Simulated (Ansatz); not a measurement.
Basis-set series for `C[O][Y]([Cl])[O]C`. The species carries charge 0 and has multiplicity 1. Y takes the def2 core potential. Geometry: relaxed with PBE0-D4/def2-TZVP. It is one conformer, not always the lowest.

```
functional       basis  functions  energy (Eh)  HOMO (eV)  LUMO (eV)
   PBE0-D4    def2-SVP        135   -728.26111      -7.59      -1.79
   PBE0-D4  def2-QZVPP        559   -728.72117      -7.74      -1.83
   ωB97M-V    def2-SVP        135   -728.48214      -9.93      -0.44
   ωB97M-V  def2-QZVPP        559   -728.94899     -10.11      -0.59
```

Task: Give the rows for def2-TZVPP. (Best estimate.)

Result: Ansatz gave: 
```csv
functional,basis,functions,energy (Eh),HOMO (eV),LUMO (eV)
PBE0-D4,def2-TZVPP,306,-728.69092,-7.73,-1.84
ωB97M-V,def2-TZVPP,306,-728.92007,-10.09,-0.54
```
